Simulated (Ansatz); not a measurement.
## Cost against result

Saddle point of BSiH4OF3, singlet (BF₃ ([F][B]([F])[F]) + SiH₄O ([OH][SiH3]) → BSiH₃OF₂ ([F][B]([F])[O][SiH3]) + HF; bonds formed: F2–H5; dative contacts that become bonds: B1–O6; bonds broken: B1–F2, H5–O6), PBE0-D4/def2-TZVP structure:

```xyz
10
angstrom
B 0.2114 -1.3521 0.1032
F 1.5835 -1.3668 -0.7770
F -0.5604 -2.3523 -0.3081
F 0.5328 -1.2986 1.3995
H 1.0459 -0.4068 -0.9983
O -0.0608 -0.0328 -0.5324
Si -0.5791 1.4083 0.1504
H 0.4782 1.9557 1.0312
H -0.8385 2.3238 -0.9819
H -1.8128 1.1215 0.9135
```

Barriers are electronic and count from the start structure reached by relaxing down the imaginary mode.

Ansatz 0.2.0; basis: as named in each row; cores frozen in the correlated methods. B3LYP uses VWN-RPA correlation. Extrapolation: Hartree–Fock as exp(−7.88 √X), correlation as X^−2.97.

Times are rough, for one single point on 8 threads of a shared host (AMD EPYC 9R45).

The estimate by CCSD(T) at an estimated basis limit (MP2 extrapolated from triple and quadruple zeta, plus CCSD(T) − MP2 in triple zeta) is 25.88 kcal/mol.

```csv
method,basis,time (s),barrier (kcal/mol),method less estimate
HF,STO-3G,under 1,29.22,3.34
PBE-D4,STO-3G,under 1,-3.59,-29.47
SPW92,def2-SVP,under 1,14.62,-11.26
B3LYP-D4,6-31G,under 1,26.62,0.74
PBE-D4,def2-SVP,under 1,18.17,-7.71
PBE0-D4,def2-SVP,under 1,21.91,-3.97
SPW92,def2-TZVPP,under 1,16.93,-8.95
PBE-D4,def2-TZVPP,under 1,20.20,-5.68
BLYP-D4,def2-TZVPP,under 1,22.33,-3.56
B3LYP-D4,def2-TZVPP,under 1,24.54,-1.34
BHLYP-D4,def2-TZVPP,under 1,28.19,2.31
PBE0-D4,def2-TZVPP,under 1,23.27,-2.61
wB97M-V,def2-SVP,under 1,22.98,-2.90
CAM-B3LYP-D4,def2-TZVPP,under 1,24.66,-1.22
r2SCAN-D4,def2-TZVPP,under 1,22.95,-2.94
r2SCAN0-D4,def2-TZVPP,1,24.94,-0.94
B2PLYP,def2-TZVPP,1,24.87,-1.02
PBE-QIDH,def2-TZVPP,1,24.92,-0.97
RPA on PBE,def2-TZVPP,1,24.48,-1.40
B97M-V,def2-TZVPP,2,26.20,0.32
wB97X-V,def2-TZVPP,2,24.84,-1.04
CCSD(T),def2-SVP,2,25.45,-0.43
wB97M-V,def2-TZVPP,2,24.70,-1.18
MP2,def2-QZVPP,5,24.50,-1.38
CCSD(T),def2-TZVPP,38,25.39,-0.50
```

All methods are single points on the PBE0-D4 structures; a negative value means that the method puts the saddle structure below the start.

The T1 diagnostic stays at or below 0.012.

The step is the kind of ligand exchange by which a precursor binds to a hydroxyl group, or is hydrolysed, in atomic layer deposition of oxides.

Labels in which every atom is bracketed show which atoms are joined, not bond orders.
